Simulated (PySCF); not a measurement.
## Continuum solvent and chemical shifts

Geometry:
| atom | x (Å) | y (Å) | z (Å) |
| --- | --- | --- | --- |
| C1 | 3.281 | 1.156 | 0.127 |
| C2 | 1.983 | 0.998 | -0.139 |
| P3 | 1.161 | -0.524 | 0.394 |
| O4 | 2.095 | -1.447 | 1.114 |
| C5 | -0.374 | -0.006 | 1.190 |
| C6 | -1.430 | -0.089 | 0.363 |
| C7 | -2.831 | 0.287 | 0.708 |
| C8 | -1.136 | -0.575 | -1.040 |
| C9 | 0.266 | -1.185 | -1.071 |
| H10 | 3.820 | 0.367 | 0.664 |
| H11 | 3.832 | 2.053 | -0.173 |
| H12 | 1.400 | 1.762 | -0.669 |
| H13 | -0.430 | 0.355 | 2.219 |
| H14 | -3.202 | 1.069 | 0.024 |
| H15 | -2.918 | 0.655 | 1.739 |
| H16 | -3.503 | -0.579 | 0.586 |
| H17 | -1.910 | -1.287 | -1.374 |
| H18 | -1.210 | 0.286 | -1.729 |
| H19 | 0.235 | -2.272 | -0.895 |
| H20 | 0.814 | -1.012 | -2.008 |

GIAO PBE0/pcSseg-1 in PySCF 2.14.0 with density-fitted response routines on one PBE0-D3(BJ)/def2-SVP conformer, non-relativistic, equivalent nuclei averaged. Solvents enter as an IEF-PCM continuum (chloroform with ε = 4.7, acetonitrile with ε = 35.7) around the gas-phase geometry. Shifts are referred to TMS computed in the same medium.

Gas phase, δ in ppm: C6 165.9, C1 144.2, C2 141.0, C5 131.6, C8 34.8, C9 31.0, C7 23.3, H10 6.98, H11 6.44, H12 6.09, H13 5.85, H17 2.24, H18 2.05, H14/H15/H16 1.91. Dipole moment 4.91 D.

Q: How does each δ change in the continuum?

A: 
```
      atoms                           environment  Δδ, chloroform  Δδ, acetonitrile
         C6       fully substituted alkene carbon            +6.1              +8.8
         C1                  terminal =CH2 carbon            -0.1              -0.3
         C2                             alkene CH            +2.0              +3.0
         C5                             alkene CH            -3.3              -4.8
         C8                       allylic sp3 CH2            +1.0              +1.4
         C9                   sp3 CH2 bonded to P            +1.0              +1.4
         C7                 allylic methyl carbon            +0.4              +0.7
        H10    hydrogen on a terminal =CH2 carbon           -0.15             -0.24
        H11    hydrogen on a terminal =CH2 carbon           +0.12             +0.16
        H12              hydrogen on an alkene CH           +0.23             +0.36
        H13              hydrogen on an alkene CH           -0.02             -0.06
        H17        hydrogen on an allylic sp3 CH2           +0.17             +0.24
        H18        hydrogen on an allylic sp3 CH2           +0.19             +0.30
H14/H15/H16  hydrogen on an allylic methyl carbon           +0.11             +0.15
```

Changes are relative to the gas phase. The dipole moment becomes 6.18 D in chloroform, 6.74 D in acetonitrile.

Q: Which of the listed nuclei move most (in ppm), and what does the model miss? (N and O are left out, as their reference compounds move with the solvent too.)

A: C6 (fully substituted alkene carbon, +8.8 ppm) in acetonitrile. A continuum only polarises the solute; specific hydrogen bonds, the anisotropy of aromatic solvents and changes of geometry or conformer are outside it.
